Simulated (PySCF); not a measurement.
## Ionisation energy of Cu by level of theory

Cu [Ar] 3d10 4s1 [4s1/2^1, M_J = 1/2] → Cu⁺ [Ar] 3d10, as a difference of total energies. Calculation: PySCF 2.14, in x2c-SVPall-2c with one added diffuse shell each of s, d type (6s5p4d1f, 48 functions); the two-component X2C-1e Hamiltonian. Correlated levels: [Ne] frozen; the 6 highest virtual spinors dropped. "Screened" scales the spin-orbit matrix elements by Boettger's factors to mimic the two-electron term; Breit and QED terms are absent.

```json
{"method": "GHF (screened spin-orbit)", "ionisation energy (eV)": "6.562", "error (eV)": "-1.164"}
{"method": "GMP2 (screened spin-orbit)", "ionisation energy (eV)": "7.225", "error (eV)": "-0.501"}
```

Reference: 7.726 eV (measured; NIST Atomic Spectra Database, ionization energies).

Errors of the correlated levels include the incompleteness of this basis and the frozen core.
